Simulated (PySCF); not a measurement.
H₆F₂GeSi₂ (SMILES F[SiH](F)[SiH2][GeH3]), singlet, geometry from GFN2-xTB, atoms displaced at random by about 0.08 Å a coordinate; R2SCAN/STO-3G, gradient in PySCF.

The PySCF input:
```python
from pyscf import gto, scf, dft

mol = gto.Mole()
mol.atom = '''
    Si   -1.57026440    0.79810807   -0.56562165
    F    -2.93743568    0.44264783   -0.76334221
    F    -1.67731128    1.33901252    0.99116331
    Si    0.07339871   -0.70334825   -0.90259245
    Ge    1.63217026   -0.53141569    0.70282717
    H    -1.42660115    2.15174384   -1.35525107
    H     0.60504616   -0.42731222   -2.35646472
    H    -0.42182906   -1.96230348   -0.89175236
    H     2.95950073   -1.27713380    0.34943827
    H     2.44149763    0.78540739    0.76912138
    H     1.55544717   -0.81404040    2.16267317
'''
mol.basis = 'sto-3g'
mol.verbose = 4
mol.build()

mf = dft.RKS(mol)
mf.xc = 'r2scan'
mf.conv_tol = 1e-11
mf.kernel()
g = mf.nuc_grad_method()
grad = g.kernel()
```

Output, abridged:

```
PySCF version 2.14.0

[INPUT] verbose = 4
[INPUT] num. atoms = 11
[INPUT] num. electrons = 84
[INPUT] charge = 0
[INPUT] spin (= nelec alpha-beta = 2S) = 0
[INPUT] symmetry False subgroup None
[INPUT] Mole.unit = angstrom
[INPUT] Symbol           X                Y                Z      unit          X                Y                Z       unit  Magmom
[...]
nuclear repulsion = 531.654082842771
number of shells = 30
number of NR pGTOs = 156
number of NR cGTOs = 52
basis = sto-3g
ecp = {}

******** <class 'pyscf.dft.rks.RKS'> ********
method = RKS
initial guess = minao
damping factor = 0
level_shift factor = 0
DIIS = <class 'pyscf.scf.diis.CDIIS'>
diis_start_cycle = 1
diis_space = 8
diis_damp = 0
SCF conv_tol = 1e-11
SCF conv_tol_grad = None
SCF max_cycles = 50
direct_scf = True
direct_scf_tol = 1e-13
XC library pyscf.dft.libxc version 7.1.2
    S. Lehtola, C. Steigemann, M. J. T. Oliveira, and M. A. L. Marques,  SoftwareX 7, 1–5 (2018)
XC functionals = r2scan
    J. W. Furness, A. D. Kaplan, J. Ning, J. P. Perdew, and J. Sun,  J. Phys. Chem. Lett. 11, 8208–8215 (2020)
    J. W. Furness, A. D. Kaplan, J. Ning, J. P. Perdew, and J. Sun,  J. Phys. Chem. Lett. 11, 9248–9248 (2020)
    J. W. Furness, A. D. Kaplan, J. Ning, J. P. Perdew, and J. Sun,  J. Phys. Chem. Lett. 11, 8208–8215 (2020)
    J. W. Furness, A. D. Kaplan, J. Ning, J. P. Perdew, and J. Sun,  J. Phys. Chem. Lett. 11, 9248–9248 (2020)
radial grids:
    Treutler-Ahlrichs [JCP 102, 346 (1995); DOI:10.1063/1.469408] (M4) radial grids

becke partition: Becke, JCP 88, 2547 (1988); DOI:10.1063/1.454033
pruning grids: <function nwchem_prune>
grids dens level: 3
symmetrized grids: False
atomic radii adjust function: <function treutler_atomic_radii_adjust>
small_rho_cutoff = 0
Set gradient conv threshold to 3.16228e-06
Initial guess from minao.
tot grids = 146376
init E= -2823.49178767627
[...]
cycle= 1 E= -2825.47207300621  delta_E= -1.98  |g|= 0.69  |ddm|= 3.72
[...]
cycle= 2 E= -2818.5200358465  delta_E= 6.95  |g|= 6.87  |ddm|= 6.72
[...]
cycle= 3 E= -2825.4589538017  delta_E= -6.94  |g|= 0.825  |ddm|= 5.47
[...]
cycle= 4 E= -2825.68023247876  delta_E= -0.221  |g|= 0.167  |ddm|= 1.45
[...]
cycle= 5 E= -2825.6908662201  delta_E= -0.0106  |g|= 0.0438  |ddm|= 0.382
[...]
cycle= 6 E= -2825.69155438462  delta_E= -0.000688  |g|= 0.0154  |ddm|= 0.0935
[...]
cycle= 7 E= -2825.69164786177  delta_E= -9.35e-05  |g|= 0.00195  |ddm|= 0.0305
[...]
cycle= 8 E= -2825.69164960758  delta_E= -1.75e-06  |g|= 0.000446  |ddm|= 0.0046
[...]
cycle= 9 E= -2825.69164969841  delta_E= -9.08e-08  |g|= 7.24e-05  |ddm|= 0.00111
[...]
cycle= 10 E= -2825.69164970137  delta_E= -2.96e-09  |g|= 1.34e-05  |ddm|= 0.000218
[...]
cycle= 11 E= -2825.69164970147  delta_E= -9.82e-11  |g|= 1.54e-06  |ddm|= 3.43e-05
[...]
cycle= 12 E= -2825.69164970147  delta_E= -4.55e-12  |g|= 2.89e-07  |ddm|= 3.63e-06
[...]
Extra cycle  E= -2825.69164970147  delta_E= 2.27e-12  |g|= 2.39e-07  |ddm|= 1.13e-06
converged SCF energy = -2825.69164970147

******** <class 'pyscf.grad.rks.Gradients'> for <class 'pyscf.dft.rks.RKS'> ********
unit = Eh/Bohr
grid_response = False
--------------- RKS gradients ---------------
         x                y                z
0 Si    -0.2055502076    -0.1255632521    -0.0313395611
1 F     0.2409648552     0.0793841742     0.0464088772
2 F    -0.0124435206     0.0022108996    -0.0103431891
3 Si    -0.0373487096    -0.0564974317     0.0410891001
4 Ge    -0.0905542040    -0.0135887263    -0.0275109190
5 H    -0.0071061278     0.0349704952    -0.0120908160
6 H     0.0102854218     0.0100649800    -0.0459979029
7 H     0.0212255042     0.0539234486     0.0010260053
8 H     0.0456725404    -0.0111555917    -0.0070269675
9 H     0.0353405069     0.0291553647     0.0048262383
10 H     0.0083871562    -0.0036460962     0.0380549859
----------------------------------------------
```
